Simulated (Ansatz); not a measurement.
Two isomers of ClH5OSiSn: A = `[SiH3][O][SnH2][Cl]`, B = `O[SiH2][SnH2][Cl]`.

Computed with Ansatz on PBE0-D4/def2-TZVP structures; ΔE is electronic, products minus reactants. CCSD(T)/CBS adds triple-zeta CCSD(T) − MP2 to the extrapolated MP2 energy (def2 sets, frozen cores). Functionals use def2-TZVPP. B3LYP here is the variant with VWN-RPA as its local correlation; programs differ in this. Elements past krypton have def2 core potentials. For Sn outer-core shells are correlated without core-valence functions, which leaves a few kJ/mol of doubt a bond. One conformer a species, not always the lowest.

Which isomer does CCSD(T)/CBS put lower? Give the gap. (An estimate is asked.)

Ansatz gave: A, by 3.8 kcal/mol.

Give E(B) − E(A) in kcal/mol with CCSD(T)/def2-TZVPP, B3LYP-D4, r2SCAN-D4, B3LYP, B2PLYP, MP2/def2-TZVPP, CCSD/def2-TZVPP. (Estimate.)

Computed: CCSD(T)/def2-TZVPP 4.3, B3LYP-D4 2.4, r2SCAN-D4 1.7, B3LYP 2.6, B2PLYP 4.0, MP2/def2-TZVPP 4.4, CCSD/def2-TZVPP 4.6. None reverses the order clearly.

Largest T1 diagnostic: 0.013.

In def2-TZVPP, CCSD(T) changes the Hartree–Fock value by −4.5 kcal/mol (the triples alone add −0.3 kcal/mol) and MP2 by −4.4 kcal/mol. From PBE to PBE0 (25 % exact exchange), in def2-TZVPP and without D4, E(B) − E(A) moves by +1.0 kcal/mol.
